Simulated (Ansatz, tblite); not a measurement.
Spin states of SrS2 (the lowest singlet isomer of a short search), each relaxed with PBE0-D4/def2-TZVP in Ansatz. Electronic energies in the gas phase.

In the def2 sets Sr takes a core potential; there is no spin–orbit coupling. The xTB rows come from tblite. LC-ωPBE has ω = 0.4 bohr⁻¹. Correlated methods freeze 10 core orbitals; core or outer-core shells of Sr are correlated, in sets that lack core-valence functions. In CCSD on the charge 0 quintet the largest single amplitude is 0.47, so its Hartree–Fock determinant may place the open shell otherwise than the density functionals do. The structure comes from a short search, and lower isomers may exist.

Singlet geometry (C2v within 0.1 Å):

```xyz
3

Sr   -0.3952    1.1406   -0.9968
S    -0.1470   -1.3000   -0.1999
S     0.5423    0.1594    1.1967
```

Triplet geometry (C2v within 0.1 Å):

```xyz
3

Sr    1.6646    0.1744   -0.5746
S    -0.6099   -0.9818    0.6601
S    -1.0547    0.8074   -0.0855
```

Quintet geometry (C2v within 0.1 Å):

```xyz
3

Sr   -0.6242    0.0450    1.6672
S     1.2279    0.6289   -0.5083
S    -0.6037   -0.6738   -1.1589
```

⟨S²⟩: triplet 2.01 at PBE0-D4/def2-TZVP (pure 2.00), quintet 6.02 at PBE0-D4/def2-TZVP (pure 6.00).

Run but left out: HF/STO-3G, HF/def2-TZVP, HF/def2-TZVPP, MP2/def2-TZVP, MP2/def2-TZVPP (quintet: a determinant that CCSD turns far, T1 0.079).

Only these spin states were relaxed.

```tsv
level	triplet − singlet (kcal/mol)	quintet − singlet (kcal/mol)	lowest of these	remarks
GFN1-xTB	33.9	111.1	singlet	–
GFN2-xTB	-4.7	60.0	triplet	–
r2SCAN-D4/def2-TZVP	14.9	78.7	singlet	–
CCSD/def2-TZVPP	9.0	78.1	singlet	large T1 (0.079) (quintet)
```

(1) Estimate the rows for LDA (SPW92)/def2-TZVP, PBE-D4/def2-TZVP, r2SCANh-D4/def2-TZVP, LC-ωPBE/def2-TZVP.

Answers

(1) 
| level | triplet − singlet (kcal/mol) | quintet − singlet (kcal/mol) | lowest of these |
| --- | --- | --- | --- |
| LDA (SPW92)/def2-TZVP | 18.6 | 85.7 | singlet |
| PBE-D4/def2-TZVP | 15.5 | 78.8 | singlet |
| r2SCANh-D4/def2-TZVP | 14.2 | 79.9 | singlet |
| LC-ωPBE/def2-TZVP | 14.6 | 90.6 | singlet |

The xTB methods have no spin-polarisation term.
